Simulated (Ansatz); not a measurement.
Species: C2H6AlCl, net charge 0, singlet state. 
Geometry from a B3LYP-D3(BJ)/def2-TZVP (Ansatz, an electronic-structure program) optimisation:
```xyz
10

C      1.5824    -1.4223     0.3588
Al    -0.0440    -0.3748     0.1496
C     -1.8580    -0.9283     0.5844
Cl     0.1857     1.5840    -0.6352
H      1.3887    -2.4255     0.7439
H      2.1059    -1.5198    -0.5964
H      2.2761    -0.9252     1.0428
H     -2.3000    -0.2565     1.3256
H     -1.9032    -1.9452     0.9793
H     -2.4995    -0.8787    -0.3000
```

PBE beside other levels, property by property. Cores are frozen in the correlated levels unless marked. UHF or UKS for open shells. No spin-orbit coupling. No relativistic terms. Basis-set limits of correlation are two-point, X^-3; Hartree-Fock from the larger set. [CCSD(T)-MP2]/basis is that difference in the basis named. Atomisation energies are electronic, to ground-state atoms; the column to compare with has the core term from cc-pwCVTZ added, other frozen-core levels have none. Vertical energies are electronic, to the SCF solution reached for that spin. The coupled-cluster column (Ansatz) is a level with limits of its own: (a) RI-MP2/CBS(aug-cc-pV(T+d)Z,aug-cc-pV(Q+d)Z)+[CCSD(T)-MP2]/aug-cc-pV(T+d)Z; (b) CCSD(T)/CBS(aug-cc-pV(T+d)Z,aug-cc-pV(Q+d)Z).

| property | PBE/def2-TZVPD (Ansatz) | wB97M-V/def2-TZVPD (Ansatz) | CCSD(T)/aug-cc-pV(D+d)Z (Ansatz) | CCSD(T)/aug-cc-pV(T+d)Z (Ansatz) | coupled cluster |
|---|---|---|---|---|---|
| atomisation energy (kcal/mol) | 860.7 | 860.9 | 805.0 | 844.3 | 862.8 (b) |
| vertical ionisation energy to the doublet (eV) | 9.51 | 10.17 | 10.17 | 10.28 | 10.38 (a) |

As the rows show:
- atomisation energy: PBE lies 2.1 kcal/mol below coupled cluster.
- vertical ionisation energy to the doublet: PBE lies 0.87 eV below coupled cluster.
